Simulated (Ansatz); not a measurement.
CuH$_{2}$N (`[NH2][Cu]`). The species carries charge 0 and has multiplicity 1. Correlated methods include outer-core shells of Cu, which these sets cover unevenly. Scalar relativity is left out up to krypton.

```xyz
4

N     0.2625   -0.1870   -0.2582
Cu   -1.5242    0.1997   -0.1667
H     0.4981   -0.7081    0.5856
H     0.7636    0.6954   -0.1607
```

Question: Give the diagnostics of a CCSD(T)/def2-TZVPP run (frozen core, Ansatz). (Estimate.)

Answer: Computed: T1 = 0.0359, largest single amplitude 0.107, largest double 0.030, (T) share of the correlation energy 3.2 %, 20 CCSD cycles. The RHF solution is stable towards an unrestricted one. T1 lies over the customary mark of 0.02 for closed shells; compounds of d metals often pass it without a breakdown.
